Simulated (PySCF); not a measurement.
ditellurium (Te₂), triplet, geometry from GFN2-xTB (core potentials on Te). Base run: SVWN5/def2-SVP (PySCF).

The PySCF input:
```python
from pyscf import gto, scf, dft

mol = gto.M(
    atom='''
Te   -0.000000   -0.000000   -1.300999
Te    0.000000    0.000000    1.300999
''',
    basis='def2-svp',
    ecp={'Te': 'def2-svp'},
    charge=0,
    spin=2,
    verbose=4,
)

mf = dft.UKS(mol)
mf.xc = 'lda,vwn'
mf.kernel()
mf.analyze()
```

The base run was repeated with changes; each row names its change, and settings that it needs were set with it.

```json
[
 {"change": "base", "ΔE vs base (µEh)": "0.0", "grid points": "43920", "electrons on the grid": "48.00000"},
 {"change": "grids.prune = off", "ΔE vs base (µEh)": "0.0", "grid points": "82464", "electrons on the grid": "48.00000"},
 {"change": "grids.level = 2", "ΔE vs base (µEh)": "-30.3", "grid points": "28088", "electrons on the grid": "48.00000"},
 {"change": "grids.atom_grid = (75, 302)", "ΔE vs base (µEh)": "-29.8", "grid points": "26224", "electrons on the grid": "48.00000"},
 {"change": "grids.level = 5", "ΔE vs base (µEh)": "-10.5", "grid points": "93648", "electrons on the grid": "48.00000"},
 {"change": "grids.radi_method = mura_knowles", "ΔE vs base (µEh)": "0.0", "grid points": "38664", "electrons on the grid": "48.00000"},
 {"change": "grids.level = 0", "ΔE vs base (µEh)": "629", "grid points": "5664", "electrons on the grid": "47.99999"},
 {"change": "grids.radi_method = delley", "ΔE vs base (µEh)": "-0.1", "grid points": "41496", "electrons on the grid": "48.00000"},
 {"change": "grids.radi_method = gauss_chebyshev", "ΔE vs base (µEh)": "-0.1", "grid points": "41904", "electrons on the grid": "48.00000"},
 {"change": "grids.atom_grid = (30, 110)", "ΔE vs base (µEh)": "713", "grid points": "4848", "electrons on the grid": "47.99986"},
 {"change": "grids.becke_scheme = stratmann", "ΔE vs base (µEh)": "-7.7", "grid points": "43920", "electrons on the grid": "48.00000"}
]
```

Open shells are given as the SCF converged; they aren't shown to be the lowest states, and a large step between rows can be another state.
